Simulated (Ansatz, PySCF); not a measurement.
Molecule: GeCl2, net charge 0, triplet state. This is an excited triplet: at this geometry the singlet lies 2.40 eV lower at RI-MP2/CBS(def2-TZVPPD,def2-QZVPPD)+[CCSD(T)-MP2]/def2-TZVPPD. 
Geometry from a B3LYP-D3(BJ)/def2-TZVP (Ansatz, a first-principles code) optimisation:
```
Ge
Cl 1 2.1832
Cl 1 2.1832 2 118.74
```
Charge 0, spin multiplicity 3.

Property: vertical singlet-triplet gap (E(singlet) - E(triplet); the singlet is one closed-shell determinant, which may describe it poorly; each state is the SCF solution reached for its spin), in kcal/mol. Cores are frozen in the correlated levels unless marked. Open shells are spin-unrestricted. Spin-orbit coupling is left out. The frozen core is the preceding noble-gas configuration, with the filled d and f shells of earlier blocks. Non-relativistic. CBS(X,Y): correlation extrapolated as X^-3; Hartree-Fock from the larger set. The bracket is a focal-point correction in the basis named.

RI-MP2/CBS(def2-TZVPPD,def2-QZVPPD)+[CCSD(T)-MP2]/def2-TZVPPD (Ansatz) gives -55.3 kcal/mol.

Another calculation gave -57.3 kcal/mol. Which level was it?
(A) CAM-B3LYP/def2-TZVPD (Ansatz)
(B) PBE0/def2-TZVPD (Ansatz)
(C) SVWN5/def2-TZVPD (Ansatz)
(D) M06-2X/def2-TZVPD (PySCF)

A, CAM-B3LYP/def2-TZVPD (Ansatz). The others give -53.8 (PBE0), -49.9 (M06-2X), -59.8 (SVWN5) kcal/mol.
